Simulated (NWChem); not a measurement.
Species: SiHSeClF2; SMILES F[Si](F)(Cl)[SeH]

```xyz
6

F     -1.3088     0.9203    -1.2737
Si    -0.3945     0.5734     0.0000
F     -1.3088     0.9203     1.2737
Cl     1.2375     1.7815     0.0000
Se     0.2912    -1.5556     0.0000
H     -1.0988    -2.0450     0.0000
```
Atoms are numbered in this order, from 1.

Computed with NWChem. Coordinates come from a PBE0/def2-SVP optimisation. Static field.

Predict the results for Hartree-Fock/def2-SVPD. Quantities: isotropic polarisability (bohr³); anisotropy (bohr³).


```yaml
isotropic polarisability (bohr³): 58.9
anisotropy (bohr³): 17.7
```
